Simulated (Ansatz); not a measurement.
Reaction (ligand exchange at the Sc–Cl bond): `[OH][Sc]([F])[Cl]` + NH₃ → `[NH2][Sc]([OH])[F]` + HCl

Computed with Ansatz on PBE0-D4/def2-TZVP structures; ΔE is electronic, products minus reactants. CCSD(T)/CBS adds triple-zeta CCSD(T) − MP2 to the extrapolated MP2 energy (def2 sets, frozen cores). This one scheme is used for every species. Functionals use def2-TZVPP. B3LYP here is the variant with VWN-RPA as its local correlation; programs differ in this. HSE06 is defined as in plane-wave codes. For Sc outer-core shells are correlated without core-valence functions, which leaves a few kJ/mol of doubt a bond. Scalar relativity is left out up to krypton. One conformer a species, not always the lowest.

`[OH][Sc]([F])[Cl]`:

```xyz
5

O    -1.199    0.051   -0.573
Sc    0.431    0.032    0.275
F     0.643    1.043    1.792
Cl    2.192   -1.230   -0.529
H    -2.067    0.105   -0.964
```

NH₃:

Z-matrix (Å, degrees):
```
N
H 1 1.013
H 1 1.013 2 107.1
H 1 1.013 2 107.1 3 -114.5
```

`[NH2][Sc]([OH])[F]`:

Z-matrix (Å, degrees):
```
N
Sc 1 1.978
H 1 1.012 2 126.3
H 1 1.012 2 126.2 3 180.0
O 2 1.867 1 116.8 3 180.0
F 2 1.859 1 117.4 3 -0.0
H 5 0.952 2 165.7 1 -180.0
```

HCl:

Cartesian coordinates in Å:
```
Cl -0.087 -0.353 0.526
H 0.087 0.353 -0.526
```

```csv
level,ΔE (kJ/mol),difference from CCSD(T)/CBS
LDA (SPW92),107.5,-8.1
PBE-D4,111.6,-4.0
revPBE-D4,110.6,-5.0
r2SCAN-D4,119.8,4.2
B97M-V,123.2,7.6
PBE0-D4,118.2,2.6
B3LYP-D4,114.6,-1.0
r2SCANh-D4,121.1,5.5
BHLYP-D4,122.9,7.3
CAM-B3LYP-D4,114.6,-1.0
ωB97X-V,117.8,2.2
ωB97M-V,116.5,0.9
B2PLYP,116.8,1.2
PBE-QIDH,121.8,6.2
PBE,112.2,-3.4
revPBE,113.5,-2.1
BLYP,110.5,-5.1
r2SCAN,120.0,4.4
PBE0,118.7,3.1
B3LYP,115.5,-0.1
r2SCANh,121.3,5.7
r2SCAN0,123.3,7.7
HSE06,118.8,3.2
BHLYP,122.8,7.2
CAM-B3LYP,115.0,-0.6
LC-ωPBE,117.3,1.7
RPA@PBE/def2-TZVPP,108.5,-7.1
HF/def2-SVP,137.0,21.4
MP2/def2-SVP,124.6,9.0
CCSD/def2-SVP,122.1,6.5
HF/def2-TZVPP,135.1,19.5
MP2/def2-TZVPP,116.4,0.8
SCS-MP2/def2-TZVPP,115.6,0.0
CCSD/def2-TZVPP,115.9,0.3
CCSD(T)/def2-TZVPP,114.8,-0.8
HF/def2-QZVPP,135.7,20.1
SCS-MP2/def2-QZVPP,116.5,0.9
HF/CBS(def2),135.8,20.2
MP2/CBS(def2),117.2,1.6
CCSD/CBS(def2),116.7,1.1
CCSD(T)/CBS,115.6,0
```

Largest T1 diagnostic among the species: 0.016.

From BLYP to BHLYP (50 % exact exchange), in def2-TZVPP and without D4, ΔE moves by +12.3 kJ/mol. At CCSD(T), def2-SVP lies +6.5 kJ/mol from the extrapolated value and def2-TZVPP −0.8 kJ/mol. In def2-TZVPP, CCSD(T) changes the Hartree–Fock value by −20.2 kJ/mol (the triples alone add −1.0 kJ/mol) and MP2 by −18.7 kJ/mol.
